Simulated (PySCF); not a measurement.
Dipole response of Sn⁺ (tin, charge +1)

[Kr] 4d10 5s2 5p1, 2P determinant. Computed with PySCF 2.14 in aug-cc-pVQZ-DK3 (9s8p6d3f2g, 102 functions), with the spin-free X2C one-electron Hamiltonian (Gaussian nucleus). Coupled (time-dependent) response in atomic units; α is the mean over directions.

| method | mean α (bohr³) | α xx, yy, zz | C₆ (like pair) | S(−4) |
| --- | --- | --- | --- | --- |
| UHF | 28.96 | 27.53, 31.81, 27.53 | 226.7 | 275.3 |
| PBE | 27.32 | 25.15, 31.65, 25.15 | 207.9 | 262.0 |
| PBE0 | 27.36 | 25.51, 31.07, 25.51 | 209.3 | 253.7 |
| B3LYP | 26.93 | 24.95, 30.87, 24.95 | 204.1 | 249.8 |

S(−4) is the Cauchy moment in α(ω) = α(0) + S(−4) ω² + …

Spin-orbit coupling is absent.

α(iu) at B3LYP:

```tsv
u (hartree)	α(iu) (bohr³)
0	26.93
0.0500	26.32
0.100	24.68
0.200	20.02
0.300	15.55
0.500	9.660
0.750	6.075
1.00	4.289
1.50	2.594
2.00	1.787
3.00	1.010
5.00	0.4455
```

A single London oscillator, α(iu) = α/(1 + u²/ω²), gives C₆ = (3/4) ω α². Matching the computed C₆ needs ω = 4 × 204.1 / (3 × 26.93²) = 0.375 hartree.

For an ion, C₆ is the dispersion term alone; charge-induced terms of lower order in 1/R come first.

The components differ because the open shell of this determinant is not spherical; for a pure term their mean is the scalar polarisability.
